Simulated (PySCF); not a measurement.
A structure optimised at B3LYP-D3(BJ)/def2-SVPD, used in a PySCF frequency run:

```xyz
4

B      0.0000     0.0000    -0.3728
F      1.1574     0.6682     0.0690
F     -1.1574     0.6682     0.0690
F      0.0000    -1.3365     0.0690
```
Charge -1, spin multiplicity 2.

### Question
Write its SMILES, formula and point group.

### Answer
F[B-](F)F, BF₃, C3v

### Question
What are its rotational constants (standard atomic weights)?

### Answer
9.5940, 9.5940, 4.9642 GHz
